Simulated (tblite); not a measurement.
A tight-binding relaxation on `C=[CH][Ge@@]([CH3])([NH2])[CH2]C#CC`.

Computed with GFN2-xTB geometry optimisation, gas phase (tblite 0.8.0). Start geometry: from a force field or distance geometry. A driver script takes a list of jobs; this job's settings line and coordinates (Å) are shown.

Command:
```bash
OMP_NUM_THREADS=1 python probes_run.py task.json out
```

Input:
```
{"job": {"kind": "relax", "xc": "GFN2-xTB", "basis": "xTB"}, "charge": 0, "multiplicity": 1}
C     -1.429400     0.109000     2.379100
C     -1.518600    -0.678900     1.304100
Ge    -1.185200    -0.040300    -0.474900
C     -0.606000    -1.441900    -1.668400
N     -2.819800     0.562200    -1.171500
C      0.037400     1.430500    -0.320600
C      1.381200     0.868700    -0.128600
C      2.512400     0.417000     0.037600
C      3.873900    -0.113300     0.231100
H     -1.633300    -0.313500     3.370600
H     -1.195200     1.160900     2.283700
H     -1.761700    -1.730800     1.410200
H      0.099700    -2.113100    -1.128200
H     -0.167800    -1.073500    -2.593000
H     -1.524300    -2.037000    -1.940300
H     -3.640200     0.047000    -0.780600
H     -2.906200     1.589900    -1.162100
H     -0.215100     1.965700     0.628500
H      0.022000     2.119800    -1.174600
H      3.907400    -0.685900     1.195100
H      4.594800     0.748400     0.307500
H      4.163600    -0.771400    -0.605600
```

Task: Estimate the output.

Result: 
```
step      E/eV     max force
  0    -716.37736    2.526
  1    -716.47647    6.162
  2    -716.65816    1.390
  3    -716.70374    0.928
  4    -716.73175    0.392
  5    -716.75886    0.592
  6    -716.77724    0.349
  7    -716.79040    0.204
  8    -716.79994    0.196
  9    -716.80630    0.179
... (179 lines left out)
189    -716.92416    0.025
190    -716.92429    0.022
191    -716.92439    0.026
192    -716.92450    0.027
193    -716.92465    0.028
194    -716.92483    0.018
195    -716.92490    0.014
196    -716.92496    0.014
197    -716.92499    0.017
198    -716.92502    0.009
```

«max force» is the largest atomic force in eV/Å.

Task: From which step on does the largest force stay under 0.1 eV/Å, and how much energy is left to gain from there?

Result: From step 36 (0.089 eV/Å), 46.6 meV above the end.

In short: energy lowered by 12.6 kcal/mol over 198 steps; largest atomic force 0.009 eV/Å at the end.

The run took 7.8 s wall, 5.7 s CPU on Intel Xeon at 2.50 GHz, one thread, on a shared host.
Labels such as C1 count atoms from 1, the log's own numbers from 0.
